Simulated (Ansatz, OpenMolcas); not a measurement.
**Worked example: the enthalpy of formation of ICl (iodine monochloride)**

The species is ICl (2 atoms), meant as a singlet with charge 0. SMILES: `ClI`. Geometry: relaxed at PBE0-D4/def2-TZVP.

```xyz
2

Cl    0.0000    0.0000   -0.0026
I     0.0000    0.0000    2.3091
```

Total energies at BLYP/def2-TZVP (core potential) (OpenMolcas 26.06); the atoms run unrestricted:

| species | state | energy (Eh) |
| --- | --- | --- |
| ICl | singlet | -757.864897 |
| Cl | doublet | -460.150315 |
| I | doublet | -297.628611 |

Harmonic wavenumbers at PBE0-D4/def2-TZVP, in cm⁻¹: 399.

Measured heats of formation of the gaseous atoms at 298.15 K, in kJ/mol: Cl 121.3, I 106.8. Spin-orbit lowering of the atoms at 298 K (mean of the ground term's levels less their thermal mean, from spectra), in kJ/mol: Cl 3.44, I 30.32. Take 1 Eh = 2625.50 kJ/mol, 1 cm⁻¹ = 0.0119627 kJ/mol, RT = 2.479 kJ/mol.

Q: Work out the heat of formation of the gas at 298 K.

A: 
1. Electronic atomisation energy: (-460.150315) + (-297.628611) − (-757.864897) = 0.085971 Eh = 225.7 kJ/mol.
2. Zero-point energy: half the sum of the wavenumbers, 199.5 cm⁻¹ = 2.4 kJ/mol.
3. Thermal vibrational enthalpy, Σ hcν̃/(exp(hcν̃/kT) − 1): 0.8 kJ/mol. Translation, rotation and pV of a linear molecule: 3.5 RT = 8.7 kJ/mol.
4. The 2 free atoms carry 5/2 RT each: 12.4 kJ/mol.
5. Spin-orbit coupling lowers the free atoms by 3.44 + 30.32 = 33.8 kJ/mol.
6. Atomisation enthalpy at 298 K: 225.7 − 33.8 − 2.4 − 0.8 − 8.7 + 12.4 = 192.4 kJ/mol.
7. Sum of the atoms' heats of formation: 228.1 kJ/mol. Heat of formation: 228.1 − 192.4 = +35.7 kJ/mol.

The tabulated value is +17.4 kJ/mol (Active Thermochemical Tables), so this level is off by +18.3 kJ/mol, or 8.7 % of the atomisation enthalpy. Anharmonicity and any spin-orbit splitting of the molecule are left out.
